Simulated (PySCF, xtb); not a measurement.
C2H8O2Si, SMILES CO[Si@@H](C)O. The values are those of a single conformer.

Harmonic wavenumbers (cm⁻¹) from GFN2-xTB run with xtb at its own minimum, in rising order: 64, 87, 98, 140, 217, 234, 298, 357, 639, 681, 710, 758, 805, 825, 851, 899, 1131, 1136, 1153, 1378, 1416, 1482, 1486, 1488, 1493, 2331, 2939, 2952, 2982, 3025, 3043, 3061, 3664.

**Question.** What does r2SCAN-D4/def2-SVP (PySCF) give at its own minimum? (An estimate is asked for; the answer gives what the named calculation found.)

**Answer.** 74, 91, 140, 159, 235, 266, 317, 392, 653, 699, 751, 761, 838, 842, 911, 945, 1141, 1173, 1206, 1260, 1425, 1428, 1470, 1476, 1476, 2243, 2984, 3039, 3063, 3113, 3143, 3148, 3879. Paired by order, the mean absolute difference is 46 cm⁻¹ and the zero-point energies are 62.6 and 64.0 kcal/mol.
